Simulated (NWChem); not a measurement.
C2H4ClFSi; SMILES F/C=C(/[SiH3])Cl

All runs: NWChem. Pople sets run with spherical d functions. Each level has its own optimisation; frequencies are unscaled.

For level B3LYP/6-31G*:

* **dipole (D)**: 2.07

**Question.** How do the values read with level PBE0/def2-SVP instead?

**Answer.** 
| Item | Result |
|---|---|
| dipole (D) | 1.86 |
